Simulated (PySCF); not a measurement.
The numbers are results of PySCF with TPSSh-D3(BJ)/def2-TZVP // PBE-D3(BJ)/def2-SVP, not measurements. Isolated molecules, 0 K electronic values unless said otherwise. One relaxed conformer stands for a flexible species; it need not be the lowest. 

Reference species: [Zn(OH)2] (neutral, multiplicity 1).

```yaml
charge on the central atom (Mulliken): 0.60 e
coordination_number: 2
```

Changed species: [Zn(NH2)2] (2 of 2 OH replaced by NH2; the reference has 0 of 2 OH replaced by NH2).

Question: What does the change do to the charge on the central atom (Mulliken) and coordination number?

Answer: the charge on the central atom (Mulliken) falls by 0.17 e, to 0.43 e; the coordination number hardly moves.
